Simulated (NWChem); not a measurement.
System: HSO₃ cation; SMILES S(=O)(=[OH+])=O

Input file for NWChem:

```
start job
memory heap 200 mb stack 900 mb global 1100 mb
charge 1
geometry units angstroms noautosym nocenter noautoz
  O     -1.453718     0.171167     0.000000
  S     -0.046962    -0.096839     0.000000
  O      0.702811    -1.310277     0.000000
  O      0.894695     1.146257     0.000000
  H      0.416627     2.018030     0.000000
end
basis spherical
  O library pcsseg-1
  S library pcsseg-1
  H library pcsseg-1
end
dft
  xc kt2
  iterations 150
end
property
  shielding
end
task dft property
```

NWChem printed, in part:

```
             Northwest Computational Chemistry Package (NWChem) 7.3.0
             --------------------------------------------------------

                             Geometry "geometry" -> ""
                             -------------------------

 Output coordinates in angstroms (scale by  1.889725989 to convert to a.u.)

  No.       Tag          Charge          X              Y              Z
 ---- ---------------- ---------- -------------- -------------- --------------
    1 O                    8.0000    -1.45371800     0.17116700     0.00000000
    2 S                   16.0000    -0.04696200    -0.09683900     0.00000000
    3 O                    8.0000     0.70281100    -1.31027700     0.00000000
    4 O                    8.0000     0.89469500     1.14625700     0.00000000
    5 H                    1.0000     0.41662700     2.01803000     0.00000000

 Effective nuclear repulsion energy (a.u.)     189.2740425484

                              NWChem Property Module
                              ----------------------

  itol2e modified to match energy
  convergence criterion.

                                 NWChem DFT Module
                                 -----------------

 Summary of "ao basis" -> "ao basis" (spherical)
 ------------------------------------------------------------------------------
       Tag                 Description            Shells   Functions and Types
 ---------------- ------------------------------  ------  ---------------------
 O                          pcsseg-1                 7       17   3s3p1d
 S                          pcsseg-1                10       24   4s5p1d
 H                          pcsseg-1                 3        5   2s1p

  itol2e modified to match energy
  convergence criterion.

            General Information
            -------------------
          SCF calculation type: DFT
          Wavefunction type:  closed shell.
          No. of atoms     :     5
          No. of electrons :    40
           Alpha electrons :    20
            Beta electrons :    20
          Charge           :     1
          Spin multiplicity:     1
          Use of symmetry is: off; symmetry adaption is: off
          Maximum number of iterations: 150
          AO basis - number of functions:    80
                     number of shells:    34
          Convergence on energy requested:  1.00D-07
          Convergence on density requested:  1.00D-05
          Convergence on gradient requested:  5.00D-04

              XC Information
              --------------
                          KT2 Method XC Functional
                        Slater Exchange Functional  1.072 local
                           KT1 gradient correction  1.000 non-local
            Perdew 1991 LDA Correlation Functional  0.577 local

             Grid Information
             ----------------
          Grid used for XC integration:  fine
          Radial quadrature: Mura-Knowles
          Angular quadrature: Lebedev.
          Tag              B.-S. Rad. Rad. Pts. Rad. Cut. Ang. Pts.
          ---              ---------- --------- --------- ---------
          O                   0.60       70          10.0       590
          S                   1.00      123           8.0       770
          H                   0.35       60           8.0       590
          Grid pruning is: on
          Number of quadrature shells:   393
          Spatial weights used:  Erf1

      Superposition of Atomic Density Guess
      -------------------------------------

 Sum of atomic energies:        -622.18668183

 Renormalizing density from      41.00 to     40

      Non-variational initial energy
      ------------------------------

 Total energy =    -614.030856
 1-e energy   =   -1205.456859
 2-e energy   =     402.151960
 HOMO         =      -0.827172
 LUMO         =      -0.456979

   convergence    iter        energy       DeltaE   RMS-Dens  Diis-err
 ---------------- ----- ----------------- --------- --------- ---------
 d= 0,ls=0.0,diis     1   -630.1291227350 -8.19D+02  2.54D-02  1.35D+00
 d= 0,ls=0.0,diis     2   -629.4514554790  6.78D-01  1.88D-02  8.35D+00
 d= 0,ls=0.0,diis     3   -630.2453981137 -7.94D-01  5.45D-03  4.12D-01
 d= 0,ls=0.0,diis     4   -630.2681289266 -2.27D-02  2.59D-03  1.79D-01
 d= 0,ls=0.0,diis     5   -630.2828110830 -1.47D-02  1.19D-03  3.31D-02
  Resetting Diis
 d= 0,ls=0.0,diis     6   -630.2859118683 -3.10D-03  2.74D-04  3.13D-03
 d= 0,ls=0.0,diis     7   -630.2862166891 -3.05D-04  9.71D-05  1.92D-05
 d= 0,ls=0.0,diis     8   -630.2861998269  1.69D-05  7.90D-05  1.82D-04
 d= 0,ls=0.0,diis     9   -630.2862180718 -1.82D-05  2.11D-05  8.40D-06
 d= 0,ls=0.0,diis    10   -630.2862188003 -7.29D-07  5.92D-06  1.16D-06
 d= 0,ls=0.0,diis    11   -630.2862189101 -1.10D-07  1.42D-06  3.31D-08
 d= 0,ls=0.0,diis    12   -630.2862189124 -2.27D-09  5.61D-07  1.06D-08

         Total DFT energy =     -630.286218912409
      One electron energy =    -1223.783328428930
           Coulomb energy =      462.178101278001
    Exchange-Corr. energy =      -57.955034309882
 Nuclear repulsion energy =      189.274042548401

 Numeric. integr. density =       40.000000194733

[...]

          -----------------------------------------
          Chemical Shielding Tensors (GIAO, in ppm)
          -----------------------------------------

                                NWChem CPHF Module
                                ------------------

  scftype          =     RHF
  nclosed          =       20
  nopen            =        0
  variables        =     1200
  # of vectors     =        3
  tolerance        = 0.10D-03
  level shift      = 0.00D+00
  max iterations   =       50
  max subspace     =       30

 SCF residual:    1.3809124943988323E-005

Iterative solution of linear equations
  No. of variables     1200
  No. of equations        3
  Maximum subspace       30
        Iterations       50
       Convergence  1.0D-04

   iter   nsub   residual    time
   ----  ------  --------  ---------
     1      3    1.10D-05      12.9

      Atom:    1  O
        Diamagnetic
    418.6809     -5.9302     -0.0000
     -5.9302    382.2298      0.0000
     -0.0000      0.0000    382.8300

        Paramagnetic
   -433.2963    -11.3796     -0.0000
    -11.3796   -639.6109      0.0000
     -0.0000      0.0000   -471.8772

        Total Shielding Tensor
    -14.6153    -17.3098     -0.0000
    -17.3098   -257.3811      0.0000
     -0.0000      0.0000    -89.0473

           isotropic =    -120.3479
          anisotropy =    -207.3918

          Principal Components and Axis System
                 1           2           3
             -258.6091    -89.0473    -13.3873

      1         0.0708      0.0000      0.9975
      2         0.9975      0.0000     -0.0708
      3        -0.0000      1.0000     -0.0000

      Atom:    2  S
        Diamagnetic
   1060.4735      1.4647     -0.0000
      1.4647   1060.7103      0.0000
     -0.0000      0.0000   1054.2185

        Paramagnetic
   -804.5668   -286.6405      0.0000
   -286.6405  -1024.9551     -0.0000
      0.0000     -0.0000   -970.0237

        Total Shielding Tensor
    255.9067   -285.1759      0.0000
   -285.1759     35.7552     -0.0000
      0.0000     -0.0000     84.1947

           isotropic =     125.2855
          anisotropy =     489.3422

          Principal Components and Axis System
                 1           2           3
              451.5137   -159.8518     84.1947

      1         0.8247      0.5656     -0.0000
      2        -0.5656      0.8247      0.0000
      3         0.0000     -0.0000      1.0000

      Atom:    3  O
        Diamagnetic
    389.4730    -17.4109     -0.0000
    -17.4109    409.3961      0.0000
     -0.0000      0.0000    381.5507

        Paramagnetic
   -523.9384    -72.9543      0.0000
    -72.9543   -466.9808      0.0000
      0.0000      0.0000   -430.4301

        Total Shielding Tensor
   -134.4653    -90.3652      0.0000
    -90.3652    -57.5847      0.0000
      0.0000      0.0000    -48.8794

           isotropic =     -80.3098
          anisotropy =    -170.8750

          Principal Components and Axis System
                 1           2           3
             -194.2265    -48.8794      2.1765

      1         0.8341      0.0000     -0.5516
      2         0.5516     -0.0000      0.8341
      3        -0.0000      1.0000      0.0000

      Atom:    4  O
        Diamagnetic
    392.6637      8.7569      0.0000
      8.7569    405.7317      0.0000
      0.0000      0.0000    374.9138

        Paramagnetic
   -325.7606    153.0350      0.0000
    153.0350   -351.1116      0.0000
      0.0000      0.0000   -375.8074

        Total Shielding Tensor
     66.9030    161.7919      0.0000
    161.7919     54.6201      0.0000
      0.0000      0.0000     -0.8935

           isotropic =      40.2099
          anisotropy =     273.6902

          Principal Components and Axis System
                 1           2           3
              222.6700   -101.1469     -0.8935

      1         0.7204     -0.6936     -0.0000
      2         0.6936      0.7204     -0.0000
      3         0.0000     -0.0000      1.0000

      Atom:    5  H
        Diamagnetic
     22.2445     -4.7359      0.0000
     -4.7359     39.4686     -0.0000
      0.0000     -0.0000     14.9606

        Paramagnetic
     -5.5792      5.2127      0.0000
      5.2127    -10.3949     -0.0000
      0.0000     -0.0000      2.1976

        Total Shielding Tensor
     16.6653      0.4768      0.0000
      0.4768     29.0738     -0.0000
      0.0000     -0.0000     17.1582

           isotropic =      20.9657
          anisotropy =      12.1895

          Principal Components and Axis System
                 1           2           3
               29.0921     17.1582     16.6470

      1         0.0383      0.0000      0.9993
      2         0.9993      0.0000     -0.0383
      3        -0.0000      1.0000     -0.0000
```

Level: KT2/pcSseg-1, GIAO. The geometry was optimised at B3LYP/6-31G* (spherical d). The printed shielding anisotropy is the first printed principal value minus the mean of the other two.
